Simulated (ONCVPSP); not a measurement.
**Configuration tests for S (ONCV)**

ONCVPSP 4.0.1 input, shortened (lines: element, Z, core and valence counts, functional; n l f; lmax; l rc ep ncon nbas qcut; lloc lpopt rc5 dvloc0; l nproj debl; icmod fcfact rcfact), PBEsol, scalar-relativistic:

```
  S 16.00    3    2  -116133      upf
    1    0    2.00
    2    0    2.00
    2    1    6.00
    3    0    2.00
    3    1    4.00
    2
    0    1.45    0.00    3    6    4.60
    1    1.15    0.00    4    8    7.40
    2    1.50    0.46    4    9    7.50
    4    5    0.75    3.00
    0    2    0.80
    1    2    1.30
    2    2    1.50
    3    5.25    1.75
```

Energies are relative to the spin-unpolarised reference configuration 3s2 3p4; without spin polarisation the order of configurations can differ from experiment.

```tsv
valence configuration	charge	ΔE all-electron (eV)	error AE − PS (meV)
3s2 3p3	+1	11.733	+0.1
3s2 3p1	+3	67.974	-50
3s0 3p6	0	20.679	-17
```

Q: What are ΔE and the potential's error for 3s2 3p2?

A: ΔE = 33.974 eV all-electron; the error (AE − PS) is -6.4 meV.

Note: ghosts flagged at negative energy: p at -106.5 eV; GHOST(+) flagged for s at 98.0 eV. A true bound ghost makes a file unfit for plane-wave use.
